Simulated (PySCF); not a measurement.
Mapped SMILES: `[CH3:1][CH2:2][c:3]1[cH:4][cH:5][cH:6][cH:7][cH:8]1` (H(Xn): hydrogen on atom n).

GIAO shifts from PySCF 2.14 on PBE0-D3(BJ)/def2-SVP geometries (one conformer, non-relativistic, equivalent nuclei averaged), against TMS at the same level and in the same medium; PCM means IEF-PCM chloroform.

Measured (solution, not stated per compound (mostly CDCl3 or CCl4); Pretsch, Buehlmann, Badertscher, Structure Determination of Organic Compounds, 4th ed. (2009)): C2 29.1, C1 15.8, H(C2) 2.63, H(C1) 1.21 ppm.

Which unscaled values do HF/pcSseg-1, gas; PBE0/pcSseg-1, PCM; WP04/pcSseg-1, PCM; wB97X-D/pcSseg-1, PCM give, and how close are they?

Results:


| atoms | measured | HF/pcSseg-1, gas | PBE0/pcSseg-1, PCM | WP04/pcSseg-1, PCM | wB97X-D/pcSseg-1, PCM |
| --- | --- | --- | --- | --- | --- |
| C2 | 29.1 | 29.1 | 33.7 | 34.8 | 32.9 |
| C1 | 15.8 | 21.4 | 21.7 | 22.8 | 21.8 |
| H(C2) | 2.63 | 2.37 | 2.54 | 2.46 | 2.49 |
| H(C1) | 1.21 | 1.20 | 1.15 | 1.13 | 1.16 |

Mean absolute error for 13C: HF/pcSseg-1, gas 2.8, PBE0/pcSseg-1, PCM 5.2, WP04/pcSseg-1, PCM 6.3, wB97X-D/pcSseg-1, PCM 4.9 ppm.

Mean absolute error for 1H: HF/pcSseg-1, gas 0.13, PBE0/pcSseg-1, PCM 0.07, WP04/pcSseg-1, PCM 0.12, wB97X-D/pcSseg-1, PCM 0.09 ppm.
